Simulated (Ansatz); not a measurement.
The cluster Cr2S3. Total charge 0; singlet. Geometry PBE0-D4/def2-SVP.

Cartesian coordinates in Å:
```
Cr -0.454 -0.641 0.439
Cr 0.795 -0.066 -0.418
S 1.076 -2.251 0.056
S -0.217 1.738 0.843
S -1.200 1.220 -0.919
```

The restricted singlet is unstable towards broken spin symmetry in Hartree–Fock (as tested in another run); at HF/STO-3G this wasn't settled. At PBE-D4/def2-TZVP the restricted singlet is unstable: a solution with broken spin symmetry lies lower. The restricted singlet is unstable towards broken spin symmetry at other levels; at PBE0-D4/def2-SVP, PBE0-D4/def2-TZVP, r2SCAN0-D4/def2-TZVP this wasn't settled. Another isomer (singlet) lies 0.86 eV lower at PBE0-D4/def2-TZVP; other spin states weren't run for this one.

Estimate the orbital energies around the gap (eV) in Ansatz with HF/STO-3G, PBE-D4/def2-TZVP, PBE0-D4/def2-SVP, PBE0-D4/def2-TZVP, r2SCAN0-D4/def2-TZVP.


```tsv
orbital	HF/STO-3G	PBE-D4/def2-TZVP	PBE0-D4/def2-SVP	PBE0-D4/def2-TZVP	r2SCAN0-D4/def2-TZVP
HOMO−5	-7.11	-7.13	-8.73	-8.74	-8.92
HOMO−4	-6.67	-6.73	-7.82	-7.92	-8.12
HOMO−3	-6.42	-6.32	-7.66	-7.67	-7.85
HOMO−2	-5.70	-6.27	-7.20	-7.25	-7.37
HOMO−1	-5.65	-6.06	-6.90	-7.01	-7.15
HOMO	-5.38	-5.23	-6.28	-6.36	-6.47
LUMO	5.79	-3.95	-3.34	-3.36	-3.45
LUMO+1	7.27	-3.87	-2.95	-3.04	-3.00
LUMO+2	8.03	-3.77	-2.65	-2.70	-2.62
LUMO+3	8.62	-2.42	-1.56	-1.69	-1.67
LUMO+4	9.09	-2.18	-1.34	-1.38	-1.37
LUMO+5	9.55	-2.10	-1.08	-1.22	-1.14
```
